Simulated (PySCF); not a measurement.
1,3-cyclohexadiene (C₆H₈), SMILES C1CC=CC=C1.

Geometry optimised at ωB97X-D3(BJ)/def2-SVP. The values are those of a single conformer.

Computed with HF/def2-TZVP (PySCF).

Isolated molecule, no solvent.

```
Quantity                                                                                                        Value
---------------------------------------------------------------------------------------------  ----------------------
total energy                                                                                       -231.91225 hartree
point group                                                                                                        C2
highest occupied level                                                                                       -8.20 eV
lowest empty level                                                                                            3.04 eV
orbital gap                                                                                                  11.24 eV
dipole moment                                                                                                  0.47 D
quadrupole, principal values (traceless, Buckingham form, about the centre of nuclear charge)   -5.34, 2.23, 3.11 D·Å
mean static polarisability                                                                       66.2 bohr³ (9.81 Å³)
polarisability, principal values                                                               47.8, 74.7, 76.1 bohr³
```
